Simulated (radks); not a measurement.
The table gives one normalised radial function P(r) = r R(r) (large component) of Tl6+ in [Xe] 4f14 5d7 (r in bohr). All-electron calculation, Dirac Kohn-Sham, LDA (Slater exchange, Perdew-Wang correlation), spin-unpolarised, spherical densities, point nucleus; open shells fill j = l - 1/2 first. Program: a radial shooting solver on a logarithmic mesh with Libxc functionals.

r	P
0.0007179	0.0000
0.0009653	0.0000
0.001298	0.0001
0.001731	0.0001
0.002327	0.0002
0.003129	0.0004
0.004207	0.0008
0.00561	0.0015
0.007543	0.0031
0.01014	0.0064
0.01353	0.0128
0.01819	0.0257
0.02445	0.0499
0.03261	0.0909
0.04384	0.1572
0.05895	0.2462
0.07925	0.3334
0.1057	0.3589
0.1421	0.2431
0.1911	-0.0494
0.2548	-0.3896
0.3426	-0.5283
0.4606	-0.2459
0.6144	0.3342
0.826	0.8749
1.111	1.0309
1.493	0.7891
1.991	0.4116
2.677	0.1303
3.6	0.0219
4.801	0.0017
6.455	0.0000

Which n and l does it have? It may be an empty orbital.

Answer. n = 5, l = 2: the number of nodes gives n - l - 1 = 2, the rise at small r points to l (for j = l - 1/2 the large component starts as r^gamma with gamma = sqrt(l^2 - (Z/c)^2) = 1.91 and the r^(l+1) term takes over further out; the orbital of l - 1 with the same j starts with the same power, but with a larger coefficient, and does not steepen), and the extent must fit the shell. The curve is that of 5d3/2; the two j differ most near the nucleus, where j = l - 1/2 has the larger amplitude, and in heavy atoms j = l - 1/2 is also the more compact. 5d3/2: eigenvalue -93.984 eV, 2 radial nodes at r = 0.183, 0.525 bohr, <r> = 1.21 bohr, 90 % of the charge inside 1.78 bohr.
